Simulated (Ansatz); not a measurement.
Consider the formal exchange of groups at a B–N bond: `O=C=NBF` + `[AlH3]` → `F[BH][AlH2]` + `N=C=O`.

Gas-phase electronic energies from Ansatz, PBE0-D4/def2-TZVP geometries. CCSD(T)/CBS adds triple-zeta CCSD(T) − MP2 to the extrapolated MP2 energy (def2 sets, frozen cores). This one scheme is used for every species. One conformer a species, not always the lowest.

| species | CCSD(T)/CBS(def2) energy (Eh) |
| --- | --- |
| `O=C=NBF` | -293.20193 |
| `[AlH3]` | -243.78045 |
| `F[BH][AlH2]` | -368.40257 |
| `N=C=O` | -168.51995 |

Q: Work out ΔE.

A: ΔE = (-368.40257) + (-168.51995) − (-293.20193) − (-243.78045) = 0.05986 Eh = +157.2 kJ/mol.

Largest T1 diagnostic among the species: 0.018.

From PBE to PBE0 (25 % exact exchange), in def2-TZVPP and without D4, ΔE moves by +6.0 kJ/mol. At CCSD(T), def2-SVP lies +17.9 kJ/mol from the extrapolated value and def2-TZVPP +2.1 kJ/mol. In def2-TZVPP, CCSD(T) changes the Hartree–Fock value by −15.9 kJ/mol (the triples alone add −0.8 kJ/mol) and MP2 by −6.0 kJ/mol.
